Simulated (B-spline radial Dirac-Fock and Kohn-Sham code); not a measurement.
**Core-level shifts of cadmium with charge state**

Method: Dirac-Fock ΔSCF + Breit + QED. Computed with a radial B-spline solver. Each ion is free and in its tabulated ground configuration. Correlation and solid-state effects are left out.

Reference: Cd¹⁴⁺, [Ar] 3d10 4s2 4p4, with K 27067.5 eV, L1 4379.8 eV, L2 4083.9 eV, M1 1113.5 eV, M2 994.6 eV. Shifts from it, in eV (a dash: the subshell is empty, belongs to an open shell averaged over j, or its hole state is left out as unreliable):

```csv
ion,configuration,K,L1,L2,M1,M2
Cd¹⁵⁺,[Ar] 3d10 4s2 4p3,+38.7,+36.6,–,+33.9,–
Cd¹⁶⁺,[Ar] 3d10 4s2 4p2,+78.5,+74.2,+74.6,+68.6,+68.3
Cd¹⁷⁺,[Ar] 3d10 4s2 4p1,+119.4,+112.7,+113.3,+104.0,+103.6
Cd¹⁸⁺,[Ar] 3d10 4s2,+161.4,+152.1,+153.0,+140.1,+139.6
Cd¹⁹⁺,[Ar] 3d10 4s1,+204.0,+191.9,+194.1,–,+177.2
Cd²⁰⁺,[Ar] 3d10,+248.4,+233.4,+236.0,+214.0,+215.4
Cd²¹⁺,[Ar] 3d9,+330.7,+314.5,+317.6,+277.0,+278.4
Cd²²⁺,[Ar] 3d8,+415.4,+397.8,+401.4,+341.1,+342.7
Cd²³⁺,[Ar] 3d7,+502.4,+483.3,+487.5,+406.5,+408.3
```
